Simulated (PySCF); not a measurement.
**Relaxation of singlet [KI2]-**

All numbers come from PBE0 in PySCF with K def2-TZVPD, I def2-TZVPD with ECP28; scalar-relativistic core potentials, no spin–orbit coupling; density-fitted integrals. A (50,194) grid was used.

A hand-made bent start, of C2v symmetry, held to at least that symmetry:

```xyz
3
charge -1 multiplicity 1, angstrom
K     0.0000    0.0000   -1.6360
I     2.6950    0.0000    0.2511
I    -2.6950    0.0000    0.2511
```

Task: What forces act on the atoms at the start (eV/Å)?

Result: 
```csv
atom,Fx,Fy,Fz
K1,0.00,0.00,0.44
I2,0.04,0.00,-0.22
I3,-0.04,0.00,-0.22
```

Task: What does it relax to?

Result: It ends at C2v with K–I 3.253 Å (×2); I–K–I 179.9° (after a last refinement on a finer grid). A frequency run shows a minimum. Other isomers or separated fragments may lie lower.

Task: How much energy is released, and in how many steps?

Result: 38.6 kJ/mol in 8 steps.

The relaxation took about 3 core-minutes on a shared host.
